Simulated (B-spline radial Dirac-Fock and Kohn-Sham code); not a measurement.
Z = 59 (praseodymium), transition energy 193 keV. These are calculated numbers from a B-spline atomic structure program; the model is a Dirac-Hartree-Slater potential of the neutral atom with a Latter tail (no hole, which puts coefficients of high multipoles low close above an edge), finite nucleus with surface currents. Subshells that would emit electrons below 1 keV are left out.

Q: A pure transition shows α(K) = 0.159, L1/L2 = 1.13 and L1/L3 = 1.28. What is its multipolarity?
A. M2
B. E2
C. E3
D. E4
E. M3
F. M1
G. M4
H. E1

A: B. For comparison, α(K), L1/L2, L1/L3 are E1 0.0356, 9.22, 7.54; E3 0.615, 0.252, 0.341; E4 2.32, 0.0944, 0.139; M1 0.176, 14.1, 70.9; M2 0.970, 8.62, 11.1; M3 4.43, 5.72, 2.77; M4 19.8, 4.19, 1.23.
